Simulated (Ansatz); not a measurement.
CH₈BNSi, SMILES `CB[SiH2]N` at its PBE0-D4/def2-TZVP geometry, where that method's forces vanish. The species carries charge 0 and has multiplicity 1.

```xyz
12

C     0.4435   -0.4106   -2.0375
B    -0.3981    0.0244   -0.8048
Si    0.3403    0.0344    1.0677
N    -0.9059    0.2896    2.2346
H     1.4003   -0.8921   -1.8303
H     0.6485    0.5108   -2.6056
H    -0.1365   -1.0324   -2.7281
H    -1.5117    0.4304   -1.0130
H     1.4434    1.0585    1.0825
H     1.0181   -1.2545    1.3970
H    -0.6945    0.3054    3.2193
H    -1.6472    0.9363    2.0182
```

Task: What forces (eV/Å) does ωB97M-V/def2-TZVPP give on these atoms in Ansatz 0.2.0? (An estimate is asked.)

Result: The calculation gave: 
```
C1   0.054 -0.026 -0.101
B2  -0.140  0.061  0.062
Si3  0.235 -0.052 -0.072
N4  -0.027  0.036  0.035
H5  -0.072  0.036 -0.010
H6  -0.014 -0.061  0.046
H7   0.045  0.044  0.056
H8   0.139 -0.051  0.024
H9  -0.128 -0.105  0.003
H10 -0.077  0.134 -0.039
H11 -0.024  0.003 -0.027
H12  0.009 -0.018  0.023
```
